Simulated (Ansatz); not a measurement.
Isolated molecules relaxed with PBE0-D4/def2-TZVP in Ansatz; ΔE leaves out vibrations. CCSD(T)/CBS adds triple-zeta CCSD(T) − MP2 to the extrapolated MP2 energy (def2 sets, frozen cores). This one scheme is used for every species. Functionals use def2-TZVPP. For Br, Ge outer-core shells are correlated without core-valence functions, which leaves a few kJ/mol of doubt a bond. Scalar relativity is left out up to krypton. One conformer a species, not always the lowest.

Reaction (substitution at a C–S bond): `BS[CH](F)[GeH3]` + HBr → `F[CH]([GeH3])Br` + `BS`

| level | ΔE (eV) |
| --- | --- |
| PBE0-D4 | 0.10 |
| ωB97X-V | 0.09 |

(1) What does CCSD(T)/CBS give? (Best estimate.)

Largest T1 diagnostic among the species: 0.015.

## Answers

(1) The calculation gave: +0.10 eV. The listed levels differ from it by 0.00, -0.01 eV.

The D4 term adds +0.04 eV with B3LYP and +0.03 eV with PBE0; it sums over pairs of atoms, weighted by their polarisabilities, and B3LYP, whose exchange is more repulsive, gets the larger term. In def2-TZVPP, CCSD(T) changes the Hartree–Fock value by +0.06 eV (the triples alone add +0.01 eV) and MP2 by +0.07 eV.

B3LYP here is the variant with VWN-RPA as its local correlation; programs differ in this.
